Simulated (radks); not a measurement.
Values are calculated unless marked as measured or tabulated.
Ni IX, 20 electrons, occupied as [Ne] 3s2 3p5.5 3d2 4p0.5 (fractional occupations, a model configuration).

Code: a radial shooting solver on a logarithmic mesh with Libxc functionals. Model: scalar-relativistic Kohn-Sham, exchange-only r2SCAN, spin-unpolarised, spherical densities, finite nucleus; meta-GGA in the generalised Kohn-Sham scheme; Fermi nuclear charge, rms radius 3.7757 fm.

Energy parts (hartree):
total: -1495.08369
kinetic: 1517.43725
electron-nucleus: -3446.14455
Hartree: 489.72186
exchange: -56.09825

Orbitals (lengths in bohr, moments of r in powers of bohr; <r^-3> diverges for s and p1/2; r(90%) holds 90 % of the orbital's charge):
| orbital | occ. | eigenvalue (hartree) | <r^-3> | r(90%) |
|---|---|---|---|---|
| 1s | 2 | -310.1035 | - | 0.0966 |
| 2s | 2 | -43.87540 | - | 0.377 |
| 2p | 6 | -38.71881 | 625.6 | 0.351 |
| 3s | 2 | -10.71796 | - | 1.01 |
| 3p | 5.5 | -9.12625 | 98.94 | 1.05 |
| 3d | 2 | -6.62077 | 11.96 | 1.09 |
| 4s | 0 | -4.08192 | - | 2.22 |
| 4p | 0.5 | -3.59959 | 22.05 | 2.37 |
| 4d | 0 | -2.87438 | 2.632 | 2.65 |

The highest occupied level is 4p at -97.950 eV. The configuration is held as typed, so some empty levels lie below it. The density falls to 0.001 e/bohr^3 at r = 2.57 bohr.
